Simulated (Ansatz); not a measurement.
BGeH5 (SMILES [BH2][GeH3]) moved off its minimum; all values from Ansatz (a first-principles code), cores frozen in correlated methods.
(charge 0, multiplicity 1)
```xyz
7

B     -1.6974    -0.1696    -0.4260
Ge     0.4014     0.0798     0.0749
H      1.0869    -1.1901    -0.4461
H      0.8979     1.3614    -0.4957
H      0.4973     0.1048     1.6540
H     -2.4151     0.8259    -0.1216
H     -2.1278    -0.9381    -1.0638
```

```tsv
level	largest force (eV/Å)	on atom	rms difference from CCSD(T)/cc-pVTZ (eV/Å)	dipole (D)
HF/def2-TZVPP	4.97	B1	0.085	0.37
PBE/def2-TZVPP	4.97	B1	0.081	0.23
r2SCAN/def2-TZVPP	5.00	B1	0.097	0.28
B3LYP/def2-TZVPP	4.85	B1	0.064	0.29
wB97M-V/def2-TZVPP	4.92	B1	0.112	0.30
MP2/cc-pVTZ	4.96	B1	0.063	0.27
CCSD(T)/cc-pVTZ	4.90	B1	0.000	0.25
```

The differences count from one level among others, with limits of its own. Forces at CCSD(T)/cc-pVTZ (eV/Å):

| atom | Fx | Fy | Fz |
|---|---|---|---|
| B1 | 1.423 | 4.249 | 1.991 |
| Ge2 | -1.836 | -1.412 | 0.852 |
| H3 | 0.485 | 0.045 | -0.050 |
| H4 | 0.478 | 0.802 | -0.413 |
| H5 | 0.111 | 0.056 | -0.542 |
| H6 | 0.572 | -1.219 | -0.173 |
| H7 | -1.232 | -2.520 | -1.665 |
